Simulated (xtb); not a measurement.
Input for xtb: GFN2-xTB on N2+, 2S+1 = 2, a spin state set in the input, which need not be the lowest, a point of a bond scan (R = 1.025 Å). Charge +1.

```
$ xtb mol.xyz --gfn 2 --sp --chrg 1 --uhf 1
2

N      0.00000000     0.00000000     0.00000000
N      0.00000000     0.00000000     1.02493700
```

### Question
What total energy does the run end on?

### Answer
-5.0970 hartree.
